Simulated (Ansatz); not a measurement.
System: sum formula SiOF, net charge 0, doublet state. It need not be the lowest isomer of its formula. 
Coordinates optimised at B3LYP-D3(BJ)/def2-TZVP (Ansatz, a quantum-chemistry and plane-wave program):
SMILES: O=[Si]F
```xyz
3

Si    -0.0796    -0.1221     0.3643
O      1.3457    -0.5528     0.0273
F     -1.0723     0.6813    -0.5910
```
Charge 0, spin multiplicity 2.

Basis-set convergence of Hartree-Fock and MP2 correlation energies (hartree) with Ansatz. Valence correlation only, unless marked. Open shells are spin-unrestricted. No spin-orbit coupling. No relativistic terms.

```json
[
 {"basis": "cc-pV(D+d)Z", "functions": "51", "E(HF)": "-463.25303", "E(corr, MP2)": "-0.45421"},
 {"basis": "cc-pV(T+d)Z", "functions": "99", "E(HF)": "-463.34200", "E(corr, MP2)": "-0.58405"},
 {"basis": "cc-pV(Q+d)Z", "functions": "174", "E(HF)": "-463.36203", "E(corr, MP2)": "-0.63359"}
]
```

Extrapolating the two largest sets (X = 3 and 4) as X^-3: E(corr) = (64·(-0.63359) - 27·(-0.58405))/37 = -0.6697 Eh, an estimate of the basis-set limit. The largest set recovers 94.6 % of it, the smallest 67.8 %.
